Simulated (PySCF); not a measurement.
C3H7O2, SMILES CC(O)C[O], multiplicity 2.

Geometry: ωB97X-D3(BJ)/def2-SVP. The isomer is the one that the SMILES or the coordinates give; other isomers of the formula were not compared. The values are those of a single conformer.

Level of theory: TDA-LC-ωPBE/def2-SVPD (PySCF).

Vertical excitations. 

```
state    energy (eV)  λ (nm)      f                                                                       main pairs
-------  -----------  ------  -----  -------------------------------------------------------------------------------
root 1          0.53    2340  0.000                                                                 β HOMO→LUMO 89 %
root 2          4.58     271  0.001                                           β HOMO−6→LUMO 65 %, β HOMO−5→LUMO 20 %
root 3          5.15     241  0.004                                                               β HOMO−1→LUMO 90 %
root 4          6.01     206  0.001       β HOMO−2→LUMO 41 %, β HOMO−3→LUMO 26 %, β HOMO−8→LUMO 9 %, β HOMO→LUMO 9 %
root 5          6.57     189  0.053    β HOMO−3→LUMO 30 %, β HOMO−5→LUMO 25 %, β HOMO−2→LUMO 10 %, β HOMO−1→LUMO 8 %
root 6          7.28     170  0.000  α HOMO−1→LUMO 23 %, α HOMO→LUMO 12 %, β HOMO−1→LUMO+1 37 %, β HOMO−1→LUMO+2 6 %
root 7          7.56     164  0.012   β HOMO−2→LUMO 35 %, β HOMO−5→LUMO 21 %, β HOMO−3→LUMO 21 %, β HOMO−4→LUMO 10 %
root 8          7.69     161  0.009                       α HOMO−1→LUMO 26 %, α HOMO→LUMO 14 %, β HOMO−1→LUMO+1 39 %
root 9          8.08     153  0.001                                           β HOMO→LUMO+2 60 %, β HOMO→LUMO+1 12 %
root 10         8.25     150  0.001                                           β HOMO−4→LUMO 77 %, β HOMO−5→LUMO 14 %
```
Unrestricted roots are not spin-pure.
